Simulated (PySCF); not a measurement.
**Nitrogen: a sound run and one with changed settings**

Sound run: N(2+) [He] 2s2 2p1, N(3+) [He] 2s2. All numbers are calculated (PySCF 2.14, the non-relativistic Hamiltonian (point nucleus), in 6-31G* (3s2p1d, 14 functions)). In the sound run the correlated levels freeze 1s2. The sound run starts from symmetry-adapted Hartree-Fock orbitals and uses a fine grid where one is needed.

A second run was set up differently.

```tsv
species	method	sound run (hartree)	changed run (hartree)	converged
N(2+)	UHF	-52.79544	-52.79544	yes
N(2+)	M06-2X	-52.93490	-52.93490	yes
N(2+)	M06-L	-52.93447	-52.93447	yes
N(2+)	MP2	-52.84094	-52.82911	yes
N(2+)	CCSD(T)	-52.87019	-52.87019	yes
N(3+)	UHF	-51.05558	-51.05558	yes
N(3+)	M06-2X	-51.18166	-51.18166	yes
N(3+)	M06-L	-51.16943	-51.16943	yes
N(3+)	MP2	-51.10179	-51.08781	yes
N(3+)	CCSD(T)	-51.14070	-51.14070	yes
```

Ionisation energy of N(2+):

```json
{"method": "UHF", "sound run (eV)": "47.344", "changed run (eV)": "47.344"}
{"method": "M06-2X", "sound run (eV)": "47.708", "changed run (eV)": "47.708"}
{"method": "M06-L", "sound run (eV)": "48.029", "changed run (eV)": "48.029"}
{"method": "MP2", "sound run (eV)": "47.325", "changed run (eV)": "47.383"}
{"method": "SCS-MP2", "sound run (eV)": "47.267", "changed run (eV)": "47.349"}
{"method": "CCSD", "sound run (eV)": "47.047", "changed run (eV)": "47.047"}
{"method": "CCSD(T)", "sound run (eV)": "47.062", "changed run (eV)": "47.062"}
```

Q: What was changed?
A. level shift left on
B. radial grid too coarse
C. a valence shell is frozen
D. too few SCF iterations

A: A. It used initial guess minao, at most 50 SCF cycles, level shift 0.5 hartree. A level shift leaves the converged SCF energy unchanged but raises the virtual orbital energies, which shrinks MP2 if it is not removed.
